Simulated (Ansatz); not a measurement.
Correlation energies of CH$_{7}$BO$_{2}$Si (`BOC(O)[SiH3]`) by basis set

```xyz
12

B     1.172   -1.467    0.992
O     0.026   -0.800    0.781
C    -0.239   -0.122   -0.448
O    -1.395   -0.623   -1.030
Si   -0.526    1.731   -0.078
H     1.997   -1.533    0.118
H     1.316   -1.981    2.061
H     0.636   -0.265   -1.100
H    -1.234   -1.521   -1.339
H    -1.706    1.876    0.807
H     0.691    2.254    0.594
H    -0.738    2.451   -1.358
```

Total charge 0; spin multiplicity 1. The geometry is a stationary point of PBE0-D4/def2-TZVP. It is one conformer, not always the lowest. Frozen core, restricted reference, Ansatz 0.2.0. CBS rows extrapolate triple and quadruple zeta; past MP2 they add the triple-zeta difference.

```
     basis     HF (Eh)  MP2 corr.
  def2-SVP  -505.03880   -0.69418
def2-TZVPP  -505.39980   -0.87388
def2-QZVPP  -505.41932   -0.93918
```

(1) Estimate the CCSD correlation energy and the (T) correction in each basis where they were run (hartree).

Answers

(1) 
| basis | CCSD corr. | (T) |
| --- | --- | --- |
| def2-SVP | -0.74918 | -0.01957 |
| def2-TZVPP | -0.91906 | -0.03404 |
| CBS(def2) | -1.03273 | as TZ |
